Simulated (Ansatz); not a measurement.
Start from `NC[SeH]` and change one element to get `N[SiH2][SeH]`.

Ansatz, PBE0-D4/def2-TZVP geometries, multiplicity 1. Each molecule was computed in one conformer, which needn't be the lowest.

Scalar relativity is left out up to krypton.

| property | `NC[SeH]` |
| --- | --- |
| HOMO–LUMO gap (PBE0/def2-TZVPP) / eV | 6.68 |
| HOMO energy (PBE/def2-TZVPP) / eV | -5.41 |
| zero-point energy (PBE0-D4/def2-TZVP) / kJ/mol | 163.9 |
| LUMO energy (ωB97M-V/def2-TZVPP) / eV | 1.83 |
| HOMO–LUMO gap (PBE/def2-TZVPP) / eV | 4.63 |
| HOMO–LUMO gap (ωB97M-V/def2-TZVPP) / eV | 10.63 |

Problem. What does the change do to each property? (An estimate is asked.)

Solution. Ansatz gave: 
| property | `N[SiH2][SeH]` | shift |
| --- | --- | --- |
| HOMO–LUMO gap (PBE0/def2-TZVPP) / eV | 7.07 | 0.39 |
| HOMO energy (PBE/def2-TZVPP) / eV | -5.71 | -0.30 |
| zero-point energy (PBE0-D4/def2-TZVP) / kJ/mol | 135.3 | -28.6 |
| LUMO energy (ωB97M-V/def2-TZVPP) / eV | 1.80 | -0.03 |
| HOMO–LUMO gap (PBE/def2-TZVPP) / eV | 5.05 | 0.42 |
| HOMO–LUMO gap (ωB97M-V/def2-TZVPP) / eV | 10.84 | 0.21 |

With PBE0 the HOMO falls by 0.30 eV and the LUMO rises by 0.09 eV, so the gap widens by about 0.39 eV. PBE moves the HOMO by -0.30 eV and ωB97M-V by -0.24 eV.

Spin–orbit coupling is left out; it splits and shifts lone-pair levels of the heavy atoms by tenths of an eV.
